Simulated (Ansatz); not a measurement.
Consider the cleavage of the Si–B bond: `OC1(F)NB1[SiH3]` + `C[SiH2][TeH]` → `C[SiH2][Te][SiH3]` + `OC1(F)BN1`.

Gas-phase electronic energies from Ansatz, PBE0-D4/def2-TZVP geometries. CCSD(T)/CBS adds triple-zeta CCSD(T) − MP2 to the extrapolated MP2 energy (def2 sets, frozen cores). Functionals use def2-TZVPP. Elements past krypton have def2 core potentials. For Te outer-core shells are correlated without core-valence functions, which leaves a few kJ/mol of doubt a bond. Each species was taken in one conformer, which may not be the lowest.

`OC1(F)NB1[SiH3]`:

Cartesian coordinates in Å:
```
O 0.208 2.111 1.193
C -0.074 0.769 1.174
F 0.127 0.250 2.438
N -1.269 0.396 0.560
B -0.190 -0.162 -0.066
Si 0.439 -1.325 -1.554
H 1.145 2.220 1.380
H -2.248 0.609 0.674
H 1.398 -0.564 -2.399
H 1.144 -2.505 -0.989
H -0.681 -1.799 -2.411
```

`C[SiH2][TeH]`:

Z-matrix (Å, degrees):
```
C
Si 1 1.867
H 1 1.091 2 110.6
H 1 1.094 2 110.3 3 120.3
H 1 1.092 2 110.6 3 -119.9
Te 2 2.500 1 112.6 3 58.0
H 2 1.486 1 110.5 3 -178.9
H 2 1.487 1 111.4 3 -57.8
H 6 1.658 2 91.7 1 64.0
```

`C[SiH2][Te][SiH3]`:

```xyz
12

C    -0.660    1.803   -0.154
Si    1.007    0.969   -0.251
Te    1.311   -0.751    1.540
Si   -0.251   -2.307    0.387
H    -1.465    1.074   -0.267
H    -0.784    2.301    0.810
H    -0.757    2.549   -0.948
H     2.108    1.947   -0.048
H     1.184    0.308   -1.572
H     0.275   -2.692   -0.948
H    -0.379   -3.512    1.243
H    -1.590   -1.688    0.208
```

`OC1(F)BN1`:

Cartesian coordinates in Å:
```
O -0.321 -0.418 1.502
C 0.169 0.188 0.381
F 0.415 1.516 0.665
B 0.819 -0.525 -0.818
N -0.444 -0.020 -0.882
H -0.966 0.170 1.912
H 1.652 -1.096 -1.432
H -1.324 0.185 -1.328
```

CCSD(T)/CBS gives -66.6 kJ/mol.

(1) Another level gave -59.2 kJ/mol. Which?
A. BHLYP-D4/def2-TZVPP
B. r2SCAN0/def2-TZVPP
C. CCSD(T)/def2-TZVPP
D. RPA@PBE/def2-TZVPP

Largest T1 diagnostic among the species: 0.014.

Answers

(1) C. CCSD(T)/def2-TZVPP -59.2, RPA@PBE/def2-TZVPP -54.7, BHLYP-D4 -68.1, r2SCAN0 -64.1 kJ/mol.

From PBE to PBE0 (25 % exact exchange), in def2-TZVPP and without D4, ΔE moves by −4.3 kJ/mol. At CCSD(T), def2-SVP lies +15.9 kJ/mol from the extrapolated value and def2-TZVPP +7.4 kJ/mol. Leaving LDA and LC-ωPBE aside and taking each functional with its dispersion term where it has one, the values, not all of them listed here, spread over 17.2 kJ/mol, from BHLYP-D4 to B97M-V.
